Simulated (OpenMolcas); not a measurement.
Tc3+ among 3 point charges of -3 e arranged as a planar triangle (D3h).

* Program: OpenMolcas 26.06
* Method: CASSCF
* Basis: ANO-RCC-VTZP [7s6p4d2f1g]
* Scalar Hamiltonian: DKH2, point nucleus
* Active space: 4 electrons in 5 orbitals (4d)
* State averaging: 2S+1 = 5 even, 5 roots; 2S+1 = 3 even, 45 roots; 2S+1 = 1 even, 50 roots
* Spin-orbit coupling: RASSI with atomic mean-field integrals over the reference wave functions

All point charges move together. At R = 1.98 Å the first state of the same spin is 21792 cm-1, and at R = 2.14 Å it is 17096 cm-1.

A third run gives 12692 cm-1. What distance was it run at?

With a power law R^-n the two known points give n = -ln(17096 / 21792) / ln(2.14 / 1.98) = 3.12. Then R = 1.98 × (21792 / 12692)^(1/3.12) = 2.355 Å. The run was at 2.36 Å, so the estimate is off by -0.005 Å.

An orbital doublet at a regular site is open to a Jahn-Teller distortion, which this geometry leaves out. Without dynamic correlation the repulsion within the d shell is too large (B by tens of per cent), so at a given field states of lower spin stand too high. Point charges give a weaker field than real ligands, and real ions of this kind are as a rule low spin; the high spin found here belongs to the model. This shell can be high or low spin here, a state of another spin lies low, and with metal d orbitals alone active their balance is uncertain, so the ground spin may be wrong (holds for R = 1.98; R = 2.14). Point charges carry no covalency, so the field is a model and not that of real ligands. No measured value stands beside these numbers.
